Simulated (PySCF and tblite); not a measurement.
Values are calculated unless marked as measured or tabulated.
## Conformers and averaged properties: C6H5NO3, numbered as in [CH2:1]=[CH:2][c:3]1[o:4][n:5][cH:6][c:7]1[O:8][CH:9]=[O:10]

Geometries GFN2-xTB; weights from B3LYP-D3(BJ)/def2-SVP (IEF-PCM, cyclohexane) energies and GFN2-xTB thermal corrections, with symmetry numbers and mirror pairs. Conformers within 3 kcal/mol (GFN2-xTB free energy) were kept, 6 at most. GIAO shieldings: KT3/pcSseg-1 (IEF-PCM, cyclohexane). Couplings: B3LYP/6-31G* with pcJ-1 on H (gas phase; spin-dipole term only for pairs with B, N, F, Si or P). Couplings are for ¹H. H–H couplings come out 0.1 to 0.9 Hz lower than with pcJ-1 on all atoms. Shifts are against TMS (¹H), TMS (¹³C) at the same level; of two unlike H on one atom, a is the less shielded. Programs: PySCF with density fitting and tblite.

Torsions listed: C1–C2–C3–O4, C3–C7–O8–C9, C7–O8–C9–O10. Of a mirror pair one member is shown.

```
conformer           shape   symmetry  E(GFN2) kcal/mol  E(DFT) kcal/mol  G(298.15 K) kcal/mol  weight %  dipole D
        1    0°, 180°, 0°         Cs              0.00             0.00                  0.00      69.3      3.90
        2  180°, 180°, 0°         Cs              0.01             0.48                  0.57      26.5      4.12
        3     2°, 50°, 0°  C1 (pair)              1.00             2.02                  1.66       4.2      2.85
```

Weights (%) against temperature:

| T (K) | 1 | 2 | 3 | S(mix) cal/mol/K |
| --- | --- | --- | --- | --- |
| 180 | 81.4 | 18.0 | 0.6 | 1.01 |
| 230 | 75.6 | 22.6 | 1.7 | 1.25 |
| 298.15 | 69.3 | 26.5 | 4.2 | 1.53 |
| 330 | 66.8 | 27.7 | 5.5 | 1.64 |
| 400 | 62.1 | 29.3 | 8.5 | 1.84 |

Averaged shifts at 298.15 K. ¹H: 9.12 (H6, 1H), 8.24 (H9, 1H), 6.86 (H2, 1H), 6.36 (H1a, 1H), 5.74 (H1b, 1H) ppm. ¹³C: 151.4 (C3), 148.7 (C9), 135.8 (C6), 132.0 (C7), 117.4 (C2), 114.6 (C1) ppm.

Averaged couplings (Hz): ²J(H1a,H1b) -0.5, ³J(H1a,H2) 17.8, ³J(H1b,H2) 12.9.

Coordinates of conformer 1 (Å):

```xyz
15

C    -2.949    0.598   -0.363
C    -1.714    0.188   -0.635
C    -0.622    0.271    0.299
O    -0.778    0.778    1.531
N     0.394    0.738    2.197
C     1.291    0.216    1.410
C     0.705   -0.111    0.165
O     1.226   -0.673   -0.975
C     2.506   -1.023   -1.046
O     3.341   -0.915   -0.202
H    -3.197    1.024    0.595
H    -3.739    0.518   -1.088
H    -1.449   -0.242   -1.591
H     2.303    0.085    1.732
H     2.676   -1.444   -2.051
```

Shifts are unscaled: against experiment ¹³C can be off by 15 ppm or more and ¹H by 0.8 ppm.

Search and properties took 3.2 min on 1 thread of Arm Neoverse V1, on a host shared with other jobs (rough), launched as `OMP_NUM_THREADS=1 python ens_run.py task.json out`.


Conformer gaps in def2-SVP on xTB geometries can be 2 kcal/mol too large for S=O, P=O and other polar bonds.